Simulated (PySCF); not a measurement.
C$_{3}$H$_{7}$O$_{3}$, charge +1, singlet, at a GFN2-xTB geometry; DF-HF/LANL2DZ (PySCF).

PySCF was given this input:
```python
from pyscf import gto, scf

mol = gto.Mole()
mol.atom = '''
    C     2.36032587    0.21027198    0.09300496
    O     1.14551794   -0.55820417    0.15594659
    C    -0.00951576   -0.02715137    0.00403954
    O    -0.22212090    1.23115050   -0.21869515
    O    -0.99568903   -0.82311189    0.08402118
    C    -2.34622995   -0.34687137   -0.06931354
    H     2.39393837    0.96155530    0.88501374
    H     3.15559100   -0.51563358    0.25805874
    H     2.49053887    0.66328619   -0.89221433
    H     0.55192752    1.82013155   -0.27546974
    H    -2.58196553    0.38903115    0.69983258
    H    -2.48650404    0.09427892   -1.05644025
    H    -2.97267123   -1.22882050    0.04465250
'''
mol.basis = 'lanl2dz'
mol.charge = 1
mol.verbose = 4
mol.build()

mf = scf.RHF(mol)
mf = mf.density_fit(auxbasis='def2-universal-jkfit')
mf.kernel()
mf.analyze()
```

What the program printed (banner, timings and long lists left out):

```
PySCF version 2.14.0

[INPUT] verbose = 4
[INPUT] num. atoms = 13
[INPUT] num. electrons = 48
[INPUT] charge = 1
[INPUT] spin (= nelec alpha-beta = 2S) = 0
[INPUT] symmetry False subgroup None
[INPUT] Mole.unit = angstrom
[INPUT] Symbol           X                Y                Z      unit          X                Y                Z       unit  Magmom
[INPUT]  1 C      2.360325870000   0.210271980000   0.093004960000 AA    4.460369459026   0.397356453870   0.175753902626 Bohr   0.0
[INPUT]  2 O      1.145517940000  -0.558204170000   0.155946590000 AA    2.164715177376  -1.054853002890   0.294696345160 Bohr   0.0
[INPUT]  3 C     -0.009515760000  -0.027151370000   0.004039540000 AA   -0.017982180267  -0.051308653207   0.007633624269 Bohr   0.0
[INPUT]  4 O     -0.222120900000   1.231150500000  -0.218695150000 AA   -0.419747667542   2.326537263121  -0.413273938271 Bohr   0.0
[INPUT]  5 O     -0.995689030000  -0.823111890000   0.084021180000 AA   -1.881579571934  -1.555456041973   0.158777018863 Bohr   0.0
[INPUT]  6 C     -2.346229950000  -0.346871370000  -0.069313540000 AA   -4.433732030752  -0.655491889753  -0.130983607324 Bohr   0.0
[INPUT]  7 H      2.393938370000   0.961555300000   0.885013740000 AA    4.523887878388   1.817076170624   1.672433585077 Bohr   0.0
[INPUT]  8 H      3.155591000000  -0.515633580000   0.258058740000 AA    5.963202751142  -0.974406246829   0.487660342650 Bohr   0.0
[INPUT]  9 H      2.490538870000   0.663286190000  -0.892214330000 AA    4.706436366884   1.253429241306  -1.686040728112 Bohr   0.0
[INPUT] 10 H      0.551927520000   1.820131550000  -0.275469740000 AA    1.042991853410   3.439550140180  -0.520562364205 Bohr   0.0
[INPUT] 11 H     -2.581965530000   0.389031150000   0.699832580000 AA   -4.879207714767   0.735162327425   1.322491909248 Bohr   0.0
[INPUT] 12 H     -2.486504040000   0.094278920000  -1.056440250000 AA   -4.698811643225   0.178161338120  -1.996382739467 Bohr   0.0
[INPUT] 13 H     -2.972671230000  -1.228820500000   0.044652500000 AA   -5.617534483074  -2.322134201251   0.084380995777 Bohr   0.0

nuclear repulsion = 263.515948795971
number of shells = 44
number of NR pGTOs = 178
number of NR cGTOs = 68
basis = lanl2dz
ecp = {}

******** <class 'pyscf.df.df_jk.DFRHF'> ********
method = DFRHF
initial guess = minao
damping factor = 0
level_shift factor = 0
DIIS = <class 'pyscf.scf.diis.CDIIS'>
diis_start_cycle = 1
diis_space = 8
diis_damp = 0
SCF conv_tol = 1e-09
SCF conv_tol_grad = None
SCF max_cycles = 50
direct_scf = False
Set gradient conv threshold to 3.16228e-05
Initial guess from minao.
******** <class 'pyscf.df.df.DF'> ********
auxbasis = def2-universal-jkfit
init E= -343.738881902076
  HOMO = -0.361309034406471  LUMO = 0.106173271337977  gap/eV = 12.72084
cycle= 1 E= -341.718987164232  delta_E= 2.02  |g|= 0.763  |ddm|= 3.38
  HOMO = -0.722126957560442  LUMO = -0.188185624719772  gap/eV = 14.52928
cycle= 2 E= -341.871399081512  delta_E= -0.152  |g|= 0.324  |ddm|= 1.16
  HOMO = -0.697307624773966  LUMO = -0.0892371623962998  gap/eV = 16.54644
cycle= 3 E= -341.894137884483  delta_E= -0.0227  |g|= 0.0674  |ddm|= 0.312
  HOMO = -0.681566911370507  LUMO = -0.0707324057559302  gap/eV = 16.62165
cycle= 4 E= -341.895248522809  delta_E= -0.00111  |g|= 0.0173  |ddm|= 0.0741
  HOMO = -0.686324090627237  LUMO = -0.0748627161575475  gap/eV = 16.63871
cycle= 5 E= -341.895356330416  delta_E= -0.000108  |g|= 0.00446  |ddm|= 0.0235
  HOMO = -0.685888717663052  LUMO = -0.074589967726074  gap/eV = 16.63429
cycle= 6 E= -341.895364595796  delta_E= -8.27e-06  |g|= 0.00242  |ddm|= 0.00658
  HOMO = -0.685887467277083  LUMO = -0.074330424588005  gap/eV = 16.64131
cycle= 7 E= -341.89536654123  delta_E= -1.95e-06  |g|= 0.000414  |ddm|= 0.00289
  HOMO = -0.685876990712396  LUMO = -0.0742912212237692  gap/eV = 16.64210
cycle= 8 E= -341.895366676992  delta_E= -1.36e-07  |g|= 0.000103  |ddm|= 0.000997
  HOMO = -0.685876991398633  LUMO = -0.0742810613868357  gap/eV = 16.64237
cycle= 9 E= -341.895366683676  delta_E= -6.68e-09  |g|= 3.81e-05  |ddm|= 0.00021
  HOMO = -0.685874935367573  LUMO = -0.0742863292811893  gap/eV = 16.64217
cycle= 10 E= -341.895366684594  delta_E= -9.19e-10  |g|= 1.54e-05  |ddm|= 7.57e-05
  HOMO = -0.68587536986593  LUMO = -0.0742857908765227  gap/eV = 16.64220
Extra cycle  E= -341.89536668471  delta_E= -1.16e-10  |g|= 7.8e-06  |ddm|= 2.42e-05
converged SCF energy = -341.89536668471
**** SCF Summaries ****
Total Energy =                        -341.895366684710439
Nuclear Repulsion Energy =             263.515948795970758
One-electron Energy =                 -978.625706368668034
Two-electron Energy =                  373.214390887986781
Two-electron Coulomb Energy =          415.687471775483516
DFT Exchange-Correlation Energy =      -42.473080887496735
HOMO-LUMO gap [eV] =                    16.642200119690049
**** MO energy ****
MO #1   energy= -20.8794653883757  occ= 2
MO #2   energy= -20.8533024889296  occ= 2
MO #3   energy= -20.8425278806482  occ= 2
MO #4   energy= -11.7499649163804  occ= 2
MO #5   energy= -11.5070330916992  occ= 2
MO #6   energy= -11.4766933240784  occ= 2
MO #7   energy= -1.81479477636808  occ= 2
MO #8   energy= -1.68405566030831  occ= 2
MO #9   energy= -1.6778994880388   occ= 2
MO #10  energy= -1.25825425395803  occ= 2
MO #11  energy= -1.17250620927705  occ= 2
MO #12  energy= -1.12843903571498  occ= 2
MO #13  energy= -1.01168566912745  occ= 2
MO #14  energy= -0.97335858063139  occ= 2
MO #15  energy= -0.972186317439352 occ= 2
MO #16  energy= -0.869815046145447 occ= 2
MO #17  energy= -0.856700029687263 occ= 2
MO #18  energy= -0.838532004639362 occ= 2
MO #19  energy= -0.815846531521638 occ= 2
MO #20  energy= -0.813946229321807 occ= 2
MO #21  energy= -0.746849291244507 occ= 2
MO #22  energy= -0.743053741929273 occ= 2
MO #23  energy= -0.725679063432428 occ= 2
MO #24  energy= -0.68587536986593  occ= 2
MO #25  energy= -0.0742857908765227 occ= 0
MO #26  energy= -0.0155037181095912 occ= 0
MO #27  energy= 0.0331619402956385 occ= 0
MO #28  energy= 0.081577860013502  occ= 0
MO #29  energy= 0.0915925519570076 occ= 0
MO #30  energy= 0.110241673108059  occ= 0
MO #31  energy= 0.15254293811739   occ= 0
MO #32  energy= 0.17613694674364   occ= 0
 ** Mulliken pop on meta-lowdin orthogonal AOs  **
 ** Mulliken pop  **
 ** Mulliken atomic charges  **
charge of    0C =     -0.07483
charge of    1O =     -0.29108
charge of    2C =      0.80422
charge of    3O =     -0.40296
charge of    4O =     -0.27316
charge of    5C =     -0.05501
charge of    6H =      0.13141
charge of    7H =      0.18282
charge of    8H =      0.13141
charge of    9H =      0.40089
charge of   10H =      0.14014
charge of   11H =      0.14014
charge of   12H =      0.16601

WARN: System has nonzero charge 1; the dipole moment is origin-dependent.
Location of origin: [0. 0. 0.]

Dipole moment(X, Y, Z, Debye):  1.70664,  3.60855, -0.51285
```
